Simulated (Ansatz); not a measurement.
Steps of a relaxation of `O[Si]1([SeH])CO1` with RKS PBE-D4/def2-SVP.

```sh
$ ansatz run in.yaml --threads 4 --pin off --events-out ev --progress --plain --max-ram 10444MiB
```

```yaml
crystal:
  periodic: [false, false, false]
  atoms:
    - {symbol: O, position_ang: [-1.170300, 0.885800, 1.509300]}
    - {symbol: Si, position_ang: [-0.011300, 0.182400, 0.536400]}
    - {symbol: Se, position_ang: [2.024100, 1.155000, 0.520400]}
    - {symbol: C, position_ang: [-0.429400, -1.096600, -0.682200]}
    - {symbol: O, position_ang: [-0.572100, 0.172100, -1.151600]}
    - {symbol: H, position_ang: [-1.261600, 1.878500, 1.164000]}
    - {symbol: H, position_ang: [2.655600, -0.034500, -0.247200]}
    - {symbol: H, position_ang: [-1.471800, -1.535100, -0.547400]}
    - {symbol: H, position_ang: [0.325500, -1.653700, -1.118700]}
basis:
  gaussian: {orbitals: def2-SVP}
hamiltonian: {xc: pbe, dispersion: d4}
relax: {f_tol: 0.03, max_steps: 200}
```

Positions (Å) and forces (eV/Å) along the path, 14 of 14 steps:

```xyz
9
step=1 energy=-78390.1793 eV
O    -1.170    0.886    1.509    0.000    2.809   -0.704
Si   -0.011    0.182    0.536   -0.304    0.393   -1.151
Se    2.024    1.155    0.520    0.923   -0.596   -0.148
C    -0.429   -1.097   -0.682   -3.447   -0.855    1.796
O    -0.572    0.172   -1.152    0.467    2.886   -0.168
H    -1.262    1.879    1.164    0.006   -2.596    1.051
H     2.656   -0.035   -0.247   -0.583    0.842    0.536
H    -1.472   -1.535   -0.547    1.013   -0.762   -0.004
H     0.326   -1.654   -1.119    1.927   -2.120   -1.208
9
step=2 energy=-78390.6911 eV
O    -1.011    0.917    1.528   -0.315    1.733   -1.009
Si    0.042    0.259    0.389   -0.568    0.212   -0.729
Se    2.119    1.207    0.630   -0.247   -0.481   -0.172
C    -0.499   -1.104   -0.727   -0.733   -1.054    1.418
O    -0.675    0.194   -1.231    0.398    1.631    0.323
H    -1.307    1.824    1.155    0.348   -1.671    0.861
H     2.636    0.007   -0.092    0.147    0.184    0.004
H    -1.467   -1.629   -0.448    0.695    0.005   -0.299
H     0.252   -1.721   -1.222    0.276   -0.558   -0.398
9
step=3 energy=-78390.8925 eV
O    -1.018    0.927    1.512    0.035    0.764   -0.536
Si    0.033    0.276    0.367   -0.390   -0.196   -0.295
Se    2.102    1.161    0.625    0.193    0.068    0.252
C    -0.525   -1.126   -0.692    0.118   -0.367    0.604
O    -0.581    0.237   -1.225   -0.180    0.332   -0.090
H    -1.397    1.787    1.182    0.233   -0.760    0.357
H     2.817    0.089   -0.114   -0.161   -0.025   -0.087
H    -1.514   -1.593   -0.439    0.289    0.131   -0.287
H     0.173   -1.804   -1.232   -0.137    0.052    0.081
9
step=4 energy=-78390.9541 eV
O    -0.967    0.957    1.505   -0.017    0.377   -0.205
Si    0.037    0.302    0.335   -0.245   -0.219   -0.069
Se    2.107    1.156    0.672    0.155   -0.153    0.043
C    -0.513   -1.137   -0.669    0.228   -0.117    0.206
O    -0.609    0.239   -1.229   -0.081    0.138   -0.164
H    -1.410    1.774    1.186    0.050   -0.306    0.162
H     2.770    0.083   -0.123   -0.080    0.093   -0.032
H    -1.498   -1.609   -0.458    0.076    0.044   -0.068
H     0.172   -1.809   -1.236   -0.087    0.144    0.126
9
step=5 energy=-78391.0058 eV
O    -0.945    1.043    1.498    0.105    0.001   -0.011
Si    0.021    0.318    0.343   -0.012    0.004   -0.007
Se    2.148    0.999    0.789   -0.067   -0.121   -0.138
C    -0.487   -1.139   -0.640    0.066    0.153    0.110
O    -0.590    0.250   -1.232    0.038   -0.032    0.011
H    -1.512    1.765    1.169   -0.001   -0.093   -0.038
H     2.706    0.128   -0.288   -0.064    0.073    0.086
H    -1.471   -1.615   -0.468   -0.075   -0.024   -0.066
H     0.219   -1.796   -1.188    0.010    0.040    0.052
9
step=6 energy=-78391.0150 eV
O    -0.932    1.053    1.505   -0.091    0.334    0.006
Si    0.051    0.347    0.362   -0.141   -0.141   -0.056
Se    2.193    0.974    0.766   -0.046   -0.078   -0.058
C    -0.479   -1.106   -0.606    0.032    0.032   -0.012
O    -0.519    0.275   -1.227    0.041    0.026   -0.007
H    -1.612    1.655    1.139    0.167   -0.201    0.072
H     2.637    0.095   -0.353    0.013    0.066    0.073
H    -1.489   -1.550   -0.503    0.013   -0.030    0.040
H     0.238   -1.788   -1.101    0.012   -0.008   -0.058
9
step=7 energy=-78391.0228 eV
O    -0.912    1.080    1.502   -0.110    0.253   -0.014
Si    0.043    0.340    0.356   -0.042   -0.048    0.023
Se    2.182    0.955    0.790    0.001   -0.091   -0.133
C    -0.482   -1.116   -0.607    0.003    0.054   -0.062
O    -0.533    0.270   -1.228    0.016   -0.017   -0.014
H    -1.611    1.663    1.140    0.161   -0.206    0.059
H     2.658    0.119   -0.353   -0.031    0.080    0.130
H    -1.488   -1.567   -0.497   -0.008   -0.023    0.016
H     0.232   -1.790   -1.121    0.010   -0.002   -0.005
9
step=8 energy=-78391.0472 eV
O    -0.836    1.200    1.471    0.031    0.012   -0.012
Si    0.056    0.364    0.335   -0.014    0.049    0.001
Se    2.198    0.961    0.767    0.005    0.037    0.014
C    -0.493   -1.095   -0.615   -0.046    0.055    0.097
O    -0.563    0.288   -1.233    0.009   -0.017   -0.037
H    -1.712    1.495    1.157    0.052   -0.070   -0.001
H     2.719    0.063   -0.296   -0.055   -0.026    0.016
H    -1.492   -1.551   -0.466    0.005   -0.020   -0.045
H     0.211   -1.771   -1.137    0.014   -0.021   -0.033
9
step=9 energy=-78391.0269 eV rejected
O    -0.764    1.217    1.466   -0.445    0.144   -0.055
Si    0.072    0.387    0.294    0.130    0.017    0.089
Se    2.182    1.049    0.744    0.016   -0.169   -0.163
C    -0.494   -1.090   -0.613    0.049   -0.108   -0.194
O    -0.596    0.282   -1.253    0.029    0.116    0.072
H    -1.672    1.432    1.174    0.009    0.003    0.147
H     2.645   -0.004   -0.192    0.205   -0.004   -0.032
H    -1.487   -1.563   -0.472    0.026    0.002    0.077
H     0.202   -1.757   -1.165   -0.019   -0.001    0.059
9
step=10 energy=-78391.0537 eV
O    -0.817    1.233    1.457   -0.037    0.002   -0.048
Si    0.062    0.387    0.320    0.003    0.035    0.024
Se    2.203    0.980    0.749    0.010    0.008   -0.011
C    -0.489   -1.083   -0.612   -0.011    0.027    0.022
O    -0.567    0.295   -1.243    0.005   -0.015    0.002
H    -1.731    1.428    1.176    0.050   -0.027    0.031
H     2.700    0.015   -0.266   -0.013   -0.008    0.011
H    -1.486   -1.543   -0.462   -0.004   -0.016   -0.028
H     0.214   -1.760   -1.136   -0.003   -0.008   -0.004
9
step=11 energy=-78391.0554 eV
O    -0.808    1.261    1.441   -0.041    0.014    0.017
Si    0.061    0.404    0.310    0.034    0.008   -0.022
Se    2.207    0.993    0.727   -0.013    0.001   -0.004
C    -0.486   -1.074   -0.612   -0.025    0.013    0.016
O    -0.567    0.297   -1.253    0.022    0.011    0.001
H    -1.747    1.387    1.210    0.025   -0.006    0.006
H     2.689   -0.023   -0.244   -0.002   -0.002    0.000
H    -1.481   -1.539   -0.471   -0.022   -0.022    0.004
H     0.221   -1.753   -1.127    0.021   -0.017   -0.018
9
step=12 energy=-78391.0554 eV
O    -0.808    1.263    1.441   -0.014    0.006    0.004
Si    0.063    0.406    0.310   -0.033   -0.032    0.000
Se    2.204    0.993    0.726    0.042    0.018    0.012
C    -0.486   -1.074   -0.611    0.000    0.026    0.025
O    -0.559    0.297   -1.254   -0.007    0.005   -0.030
H    -1.748    1.384    1.215    0.013   -0.007   -0.001
H     2.685   -0.022   -0.246    0.001   -0.003   -0.003
H    -1.483   -1.537   -0.474   -0.014   -0.007    0.001
H     0.221   -1.756   -1.125    0.011   -0.005   -0.007
9
step=13 energy=-78391.0554 eV
O    -0.809    1.262    1.441    0.102   -0.009    0.028
Si    0.063    0.405    0.310    0.008   -0.002   -0.003
Se    2.207    0.995    0.727    0.001   -0.002   -0.001
C    -0.487   -1.074   -0.611    0.000    0.004    0.003
O    -0.560    0.297   -1.255    0.000    0.002   -0.003
H    -1.746    1.382    1.213   -0.109    0.012   -0.024
H     2.687   -0.021   -0.245    0.001    0.002    0.001
H    -1.485   -1.536   -0.473   -0.006   -0.003    0.000
H     0.220   -1.756   -1.124    0.003   -0.003   -0.002
9
step=14 energy=-78391.0556 eV
O    -0.808    1.264    1.440    0.002    0.001    0.003
Si    0.063    0.405    0.310   -0.003    0.004    0.000
Se    2.207    0.994    0.727    0.003    0.000    0.001
C    -0.488   -1.073   -0.610   -0.003   -0.002   -0.001
O    -0.557    0.297   -1.256    0.002   -0.001   -0.002
H    -1.749    1.378    1.214   -0.001   -0.001   -0.001
H     2.688   -0.020   -0.246    0.000    0.001    0.000
H    -1.487   -1.534   -0.474    0.002   -0.001    0.000
H     0.219   -1.757   -1.122   -0.001   -0.001   -0.001
```

Run time 9.5 s (4 threads of an Intel Xeon 6975P-C on a shared host); peak host memory 0.19 GiB.
